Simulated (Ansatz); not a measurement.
Reaction (cleavage of the Si–Ga bond): `[OH][Ga]([SiH3])[GaH2]` + `O[SiH2]S` → `[SiH3]O[SiH2]S` + `[OH][GaH][GaH2]`

Gas-phase electronic energies from Ansatz, PBE0-D4/def2-TZVP geometries. CCSD(T)/CBS is the MP2 limit (def2-TZVPP, def2-QZVPP) plus CCSD(T) − MP2 in def2-TZVPP, frozen cores. Functionals use def2-TZVPP. For Ga outer-core shells are correlated without core-valence functions, which leaves a few kJ/mol of doubt a bond. Scalar relativity is left out up to krypton. Each species was taken in one conformer, which may not be the lowest.

| level | ΔE (kJ/mol) |
| --- | --- |
| BLYP-D4 | -74.0 |
| BHLYP-D4 | -93.0 |
| PBE0 | -63.9 |
| BHLYP | -92.1 |

Q: What does CCSD(T)/CBS give? (An estimate is asked.)

A: The calculation gave: -80.9 kJ/mol. The listed levels differ from it by 6.9, -12.1, 17.0, -11.2 kJ/mol.

Largest T1 diagnostic among the species: 0.015.

Leaving LDA and LC-ωPBE aside and taking each functional with its dispersion term where it has one, the values, not all of them listed here, spread over 37.6 kJ/mol, from BHLYP-D4 to PBE-D4. LDA lies −5.2 kJ/mol from PBE without D4. From PBE to PBE0 (25 % exact exchange), in def2-TZVPP and without D4, ΔE moves by −10.3 kJ/mol.

CCSD(T)/CBS has its own doubt, a few kJ/mol and more with outer-core shells, so smaller differences from it don't rank the levels.
